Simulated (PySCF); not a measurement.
**Exercise with solution: chemical shift, span and skew from a shielding tensor**

C₂H₈BNOS, SMILES CN(C)B(O)S. Atoms are numbered in the order given.

```xyz
14

B      0.0407     0.5465     0.1507
N     -0.7465    -0.5542    -0.2538
C     -2.1808    -0.4370    -0.4198
C     -0.2321    -1.8738    -0.5349
H     -2.4824    -0.6792    -1.4568
H     -2.7176    -1.1344     0.2516
H     -2.5064     0.5853    -0.1923
H     -0.6829    -2.6317     0.1343
H     -0.4557    -2.1782    -1.5754
H      0.8578    -1.9119    -0.4005
O     -0.5786     1.7514     0.3849
H      0.0184     2.4527     0.6600
S      1.8716     0.3076     0.3461
H      2.1512     1.5760     0.7129
```

The structure is a stationary point at r2SCAN-D4/def2-SVP. Other conformers were not sampled.

GIAO shieldings from PBE/pcSseg-1 (PySCF), non-relativistic, no solvent. The symmetric part of the tensor of N2 has the principal values 96.8, 200.8, 224.9 ppm. The same nucleus in NH3 has σ = 267.0 ppm at this level (PySCF, at its B3LYP-D3(BJ)/def2-TZVP geometry).

Q: Work out the isotropic shielding, the ¹⁵N shift against NH3, the span and the skew.

A: 
σ(iso) = (σ11 + σ22 + σ33)/3 = 174.2 ppm. δ = σ(ref) − σ(iso) = 267.0 − (174.2) = 92.8 ppm.
Span Ω = σ33 − σ11 = 128.1 ppm. Skew κ = 3(σ(iso) − σ22)/Ω = -0.62. Tumbling in solution averages the tensor to δ; in a static solid the shielding alone would spread this spin-1/2 line over Ω.
